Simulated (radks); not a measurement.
Ru4+, 40 electrons, occupied as [Ar] 3d10 4s1 4p6 4d4 5p1 (not the ground configuration). All-electron calculation, scalar-relativistic Kohn-Sham, OLYP, spin-polarised, spherical densities, finite nucleus; open shells are filled with parallel spins first (spin-orbit coupling, left out, can overturn this in heavy ions); Fermi nuclear charge, rms radius 4.4809 fm. Program: a radial shooting solver on a logarithmic mesh with Libxc functionals.

Normalised radial functions P(r) = r R(r), r in bohr:

```
   r/bohr * 4s up (the largest magnitude, 1.16, reaches the edge; | marks zero)
 0.001745                             | *
 0.002666                             | *
 0.004042                             |  *
 0.006176                             |   *
 0.009437                             |    *
  0.01442                             |     *
  0.02186                             |    *
   0.0334                             |  *
  0.05104                          *  |
  0.07799                    *        |
   0.1182                    *        |
   0.1807                             | *
   0.2761                             |              *
   0.4218                             |      *
   0.6395            *                |
   0.9771  *                          |
    1.493                *            |
    2.282                           * |
    3.459                             *
    5.285                             *
    8.076                             *
```

4s up: eigenvalue -137.87 eV, 3 radial nodes at r = 0.0422, 0.170, 0.479 bohr, <r> = 0.991 bohr, 90 % of the charge inside 1.43 bohr.
